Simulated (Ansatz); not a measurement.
Geometry optimisation, Ansatz, RKS PBE/def2-SVP.

input.yaml

```yaml
crystal:
  periodic: [false, false, false]
  atoms:
    - { symbol: S, position_ang: [0.1338, 2.2115, 0.1092] }
    - { symbol: C, position_ang: [0.2187, 0.4759, -0.0416] }
    - { symbol: C, position_ang: [-0.70978, -0.48891, 0.24885] }
    - { symbol: Se, position_ang: [0.27994, -2.11663, 0.06368] }
    - { symbol: Si, position_ang: [1.39415, -0.61308, -0.93137] }
    - { symbol: H, position_ang: [-0.5717, 2.3673, -1.1448] }
    - { symbol: H, position_ang: [-1.77517, -0.39524, 0.62465] }
    - { symbol: H, position_ang: [2.73972, -0.42904, -0.47033] }
    - { symbol: H, position_ang: [1.1428, -0.57881, -2.43574] }
basis:
  gaussian: { orbitals: def2-SVP }
hamiltonian:
  xc: pbe
relax:
  f_tol: 0.015
  max_steps: 40
output:
  orbitals: {}
```

Run as:

```bash
$ ansatz run input.yaml --threads 2 --pin off --max-ram 3072MiB --backend cpu --events-out ev --progress --plain --runs-dir out
```

Task: Where does it end, and by what steps?

Result: It converged. After 12 steps the energy has fallen by 0.966 eV; H6 moved furthest, 0.58 Å.

```tsv
step	energy less start (eV)	largest force component (eV/Å)	accepted
0	0.0000	3.993	yes
1	-0.7587	0.877	yes
2	-0.8671	0.565	yes
3	-0.9006	0.422	yes
4	-0.8534	0.954	no
5	-0.9355	0.157	yes
6	-0.9460	0.127	yes
7	-0.9580	0.114	yes
8	-0.9601	0.449	yes
9	-0.9642	0.198	yes
10	-0.9648	0.070	yes
11	-0.9664	0.021	yes
12	-0.9665	0.008	yes
```

```xyz
9
Properties=species:S:1:pos:R:3
S -0.351 2.185 0.033
C -0.032 0.467 -0.220
C -0.701 -0.554 0.389
Se 0.125 -2.275 -0.003
Si 1.332 -0.554 -1.015
H -0.042 2.597 -1.230
H -1.580 -0.496 1.055
H 2.716 -0.348 -0.469
H 1.384 -0.590 -2.518
```

Time of the run: 31 s on 2 threads of Arm Neoverse V2, with other jobs on the host, peak memory 0.16 GiB.
